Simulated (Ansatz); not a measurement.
`COB(C)O[SiH3]` + `O[SiH2][SeH]` → `O[SiH2][Se][SiH3]` + `COB(C)O`  (ligand exchange at the Si–O bond)

Isolated molecules relaxed with PBE0-D4/def2-TZVP in Ansatz; ΔE leaves out vibrations. CCSD(T)/CBS is the MP2 limit (def2-TZVPP, def2-QZVPP) plus CCSD(T) − MP2 in def2-TZVPP, frozen cores. DFT in def2-TZVPP. B3LYP here is the variant with VWN-RPA as its local correlation; programs differ in this. For Se outer-core shells are correlated without core-valence functions, which leaves a few kJ/mol of doubt a bond. Scalar relativity is left out up to krypton. Each species was taken in one conformer, which may not be the lowest.

(1) Is it downhill or uphill in electronic energy at CCSD(T)/CBS, and by how much? (Estimate.)

(2) What do these levels give: PBE0-D4, B3LYP-D4, B3LYP, SCS-MP2/def2-TZVPP, CCSD/def2-TZVPP, CCSD/CBS(def2)? (Best estimate.)

Largest T1 diagnostic among the species: 0.012.

Answers

(1) The calculation gave: Uphill: ΔE = +20.3 kJ/mol.

(2) The calculation gave: PBE0-D4 10.5, B3LYP-D4 25.8, B3LYP 28.5, SCS-MP2/def2-TZVPP 26.3, CCSD/def2-TZVPP 26.8, CCSD/CBS(def2) 23.2 kJ/mol.

In def2-TZVPP, CCSD(T) changes the Hartree–Fock value by −16.2 kJ/mol (the triples alone add −2.9 kJ/mol) and MP2 by −20.5 kJ/mol.
